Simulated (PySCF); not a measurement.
**Computed properties of CH4MgOS, SMILES [OH][Mg][S]C**

Mg(OH)(SMe) (CH4MgOS), SMILES C[S][Mg][OH]. Coordinates come from a PBE0-D3(BJ)/def2-SVP optimisation. The values are those of a single conformer. All values are computed for the isolated molecule unless a solvent is named; none is compared with measurement here.

**Structure.** The optimised structure has Cs symmetry. All 18 harmonic modes at PBE0-D3(BJ)/def2-SVP (PySCF) are real, so it is a minimum. With heavy atoms numbered as in [Mg:1]([OH:2])[S:4][CH3:5], the shortest bond between them is Mg1–O2 at 1.759 Å and the longest Mg1–S4 at 2.302 Å.

**Vibrations.** The strongest infrared lines (harmonic, unscaled, degenerate partners summed) lie at 107 cm⁻¹ (174 km/mol, H 58 %, O 25 %, Mg 15 %), 148 cm⁻¹ (154 km/mol, H 73 %, O 13 %), 4102 cm⁻¹ (142 km/mol, H 94 %). The softest mode is at 75 cm⁻¹ and the zero-point energy is 32.0 kcal/mol.

**Electronic structure.** PBE0/def2-TZVPD (PySCF) places the frontier levels at -6.50 and -1.22 eV, a gap of 5.28 eV, and gives a dipole moment of 1.47 D and a mean polarisability of 63.8 bohr³.

**Excitations.** TDA-PBE0/def2-SVPD (PySCF) has S1 at 4.10 eV (302 nm, f = 0.027, weak); the most intense of the 10 singlets computed lies at 5.83 eV (f = 0.13). T1 (TDA) is at 3.85 eV, 0.25 eV under S1. No vertical singlet excitation falls in the visible range (under 3.1 eV).

**NMR.** GIAO shifts at B3LYP/pcSseg-1 (PySCF) (non-relativistic, atoms alike by connectivity averaged): ¹³C at 13.1 ppm against TMS; ¹H from 0.1 to 2.3 ppm against TMS.
